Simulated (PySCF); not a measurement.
Broadened absorption spectrum of C6H7FO

C₆H₇FO.
SMILES with atom numbers: `[CH2:1]=[CH:2]/[C:3](=[CH:4]/[CH3:5])[C:6](=[O:7])[F:8]` (hydrogens: H9, H10 on C1; H11 on C2; H12 on C4; H13, H14, H15 on C5)

Computed, not measured: TDDFT PBE0/def2-SVPD, vertical, gas phase, core orbitals frozen in the response in PySCF. The structure is a single GFN2-xTB conformer in the gas phase; no vibrational or solvent corrections. Torsions of this conformer, `[CH2:1]=[CH:2]/[C:3](=[CH:4]/[CH3:5])[C:6](=[O:7])[F:8]`: C1–C2–C3–C4 158°, C2–C3–C6–O7 151°.

Computed states:

```csv
state,E (eV),f
S1,4.72,0.145
S2,5.18,0.0019
S3,6.06,0.441
S4,6.65,0.088
S5,6.74,0.012
S6,6.87,0.019
S7,7.22,0.0015
S8,7.28,0.0088
```

Broadening: Gaussians 0.25 eV wide at half height, area fixed by f = 4.319×10⁻⁹ ∫ε dν̃. The width is an assumption, not a result. The curve ends short of the highest state used, and states not computed would add to its high-energy end.

**Question.** What does the envelope look like, and where are its maxima?

**Answer.** 
```tsv
λ (nm)	ε (L mol⁻¹ cm⁻¹)
185.5	10635
188.4	8008
191.2	2790
194.1	868
196.9	4247
199.8	19350
202.7	41845
205.5	45682
208.4	26762
211.2	9161
214.1	1778
216.9	228
219.8	17
222.6	1
225.5	2
228.3	13
231.2	48
234.0	111
236.9	182
239.7	206
242.6	182
245.4	213
248.3	604
251.1	1906
254.0	4895
256.9	9428
259.7	13680
262.6	15614
265.4	14105
268.3	10164
271.1	6056
274.0	2914
276.8	1205
279.7	407
282.5	122
285.4	30
```

Maxima: 263 nm (4.72 eV), ε about 16000, made up of S1 (100%); 239 nm (5.18 eV), ε about 210, made up of S2 (99%); 204 nm (6.06 eV), ε about 48000, made up of S3 (100%); 186 nm (6.67 eV), ε about 11000, made up of S4 (87%) (ε in L mol⁻¹ cm⁻¹; maxima over ε = 5, shares over 10%).

**Question.** What would ε be at 6.06 eV, the highest of these maxima, with half the width (0.125 eV)?

**Answer.** About 94900 L mol⁻¹ cm⁻¹ against 47500, a factor of about 2.00; a lone state at its own centre would give exactly 2.

**Question.** Coming from long wavelengths, where does ε first pass 100 L mol⁻¹ cm⁻¹?

**Answer.** At about 283 nm (4.38 eV), 0.34 eV below S1.

**Question.** On this curve, what absorbance would a 10⁻⁴ mol/L sample give at 254 nm over a 1 cm path?

**Answer.** 254 nm is 4.881 eV, where ε is about 4900 L mol⁻¹ cm⁻¹, so A = ε c l ≈ 0.49 (Beer–Lambert, with the gas-phase spectrum and the assumed width).

Time: 37 s wall; peak memory 0.87 GiB. Hardware: an Arm Neoverse V2 with one thread, shared host.
